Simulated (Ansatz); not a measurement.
Relaxation of BFH$_{7}$N$_{3}$ (12 atoms, charge 0, multiplicity 1), to a largest force component of 0.03 eV/Å in at most 50 steps.

Theory: RHF/6-31G* in Ansatz.

```xyz
12
Properties=species:S:1:pos:R:3:forces:R:3
B -0.072 0.677 -0.405 -0.02 1.39 0.05
F -0.084 -0.414 1.891 -0.03 -0.21 0.63
N 1.208 0.145 -0.732 -0.03 0.05 -0.07
H 1.299 -0.796 -1.043 0.02 0.00 0.01
H 2.024 0.458 -0.255 0.01 -0.02 0.03
N -1.274 0.083 -0.872 -0.03 -0.01 -0.03
H -1.301 -0.864 -1.177 0.00 0.00 0.01
H -2.169 0.413 -0.587 0.01 -0.01 0.02
N -0.141 1.987 0.332 0.06 -1.37 -0.40
H -0.989 2.505 0.227 0.04 0.00 -0.01
H 0.640 2.595 0.190 -0.02 0.01 0.04
H -0.108 0.495 2.011 0.00 0.17 -0.29
```

Problem. Where does it end, and by what steps?

Solution. It converged. The force dipped under the threshold on the way, but the program's further checks kept it going. After 11 steps the energy has fallen by 0.356 eV; F2 moved furthest, 1.06 Å.

| step | energy less start (eV) | largest force component (eV/Å) | accepted |
| --- | --- | --- | --- |
| 0 | 0.0000 | 1.387 | yes |
| 1 | -0.1212 | 2.422 | yes |
| 2 | -0.1966 | 2.074 | yes |
| 3 | -0.2970 | 0.777 | yes |
| 4 | -0.3341 | 0.369 | yes |
| 5 | -0.3444 | 0.253 | yes |
| 6 | -0.3321 | 0.511 | no |
| 7 | -0.3534 | 0.128 | yes |
| 8 | -0.3550 | 0.019 | yes |
| 9 | -0.3553 | 0.081 | yes |
| 10 | -0.3555 | 0.037 | yes |
| 11 | -0.3556 | 0.011 | yes |

```xyz
12
Properties=species:S:1:pos:R:3
B -0.068 0.613 -0.515
F -0.127 0.202 2.757
N 1.207 0.117 -0.896
H 1.315 -0.720 -1.422
H 2.044 0.390 -0.433
N -1.270 0.063 -1.033
H -1.287 -0.778 -1.563
H -2.168 0.325 -0.697
N -0.143 1.715 0.442
H -0.976 2.266 0.427
H 0.652 2.319 0.488
H -0.147 0.771 2.023
```

Whether the end is a true minimum wasn't checked by a vibrational analysis.

Run time: 22 s on 1 thread of Arm Neoverse V2 (shared host), peak memory 0.17 GiB.
